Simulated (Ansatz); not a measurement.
Basis-set series for C₃H₁₀ClGeN (`C[N](C)[GeH]([CH3])[Cl]`). Charge 0, multiplicity 1. All single points use the PBE0-D4/def2-TZVP geometry. It is one conformer, not always the lowest.

```csv
functional,basis,functions,energy (Eh),HOMO (eV),LUMO (eV)
PBE0-D4,def2-SVP,156,-2711.20225,-6.47,1.06
PBE0-D4,def2-TZVPP,354,-2711.81686,-6.58,0.66
ωB97M-V,def2-SVP,156,-2711.57160,-8.74,3.09
ωB97M-V,def2-TZVPP,354,-2712.19509,-8.87,2.48
```

Give the rows for def2-QZVPP. (Best estimate.)

The calculation gave: 
| functional | basis | functions | energy (Eh) | HOMO (eV) | LUMO (eV) |
| --- | --- | --- | --- | --- | --- |
| PBE0-D4 | def2-QZVPP | 687 | -2711.88556 | -6.61 | 0.44 |
| ωB97M-V | def2-QZVPP | 687 | -2712.26195 | -8.90 | 1.68 |

Positive LUMOs are unbound and depend on the basis. Scalar relativity is left out up to krypton.

Program: Ansatz 0.2.0.
